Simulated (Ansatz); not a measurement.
`[CH3][In]([Cl])[N]=C=O` → `[CH2]` (triplet) + `O=C=[N][InH][Cl]` at 600 K and 1 bar (formal loss of a carbene).

Gas-phase electronic energies from Ansatz, PBE0-D4/def2-TZVP geometries. CCSD(T)/CBS adds triple-zeta CCSD(T) − MP2 to the extrapolated MP2 energy (def2 sets, frozen cores). This one scheme is used for every species. Triplets are unrestricted, without spin–orbit coupling. def2 core potentials past Kr. For In outer-core shells are correlated without core-valence functions, which leaves a few kJ/mol of doubt a bond. Each species was taken in one conformer, which may not be the lowest.

```csv
species,CCSD(T)/CBS energy (Eh),H − E (kJ/mol),S (J/(mol·K))
`[CH3][In]([Cl])[N]=C=O`,-857.45851,197.0,510.5
`[CH2]` (triplet),-39.09499,66.5,220.8
`O=C=[N][InH][Cl]`,-818.18295,103.5,433.1
```

H − E and S are ideal-gas, rigid-rotor, harmonic terms from PBE0-D4/def2-TZVP, for one conformer and one mirror image of each species, with the whole ground term of open shells counted as degenerate. 1 Eh = 2625.50 kJ/mol, R = 8.31446 J/(mol·K).

By hand: ΔE, ΔH, ΔS and ΔG.

ΔE = (-39.09499) + (-818.18295) − (-857.45851) = 0.18057 Eh = 474.1 kJ/mol. Δ(H − E) = 66.5 + 103.5 − 197.0 = -27.0, so ΔH = 447.1 kJ/mol. ΔS = 220.8 + 433.1 − 510.5 = 143.4 J/(mol·K). ΔG = 447.1 − 600 × (143.4)/1000 = 361.1 kJ/mol.

By hand: the equilibrium constant, and the temperature at which ΔG would vanish if ΔH and ΔS stayed fixed.

log₁₀ K = −ΔG/(RT ln 10) = -31.4. ΔG = 0 at ΔH/ΔS = 3118 K, far beyond where these terms or the molecules hold.

The number of gas molecules changes by +1, which sets the sign of ΔS. A doubt of 5 kJ/mol in ΔE shifts log₁₀ K by 0.4 here. Other conformers and mirror images would add mixing entropy, several J/(mol·K) or more a flexible species. Modes under 60 cm⁻¹, often nearly free rotors, make the harmonic entropy too high. A triplet takes part, so the spin changes. These are equilibria of isolated gas molecules and say nothing of rates. Largest T1 diagnostic: 0.016 (customary marks: 0.02 for closed shells, 0.045 for open ones).
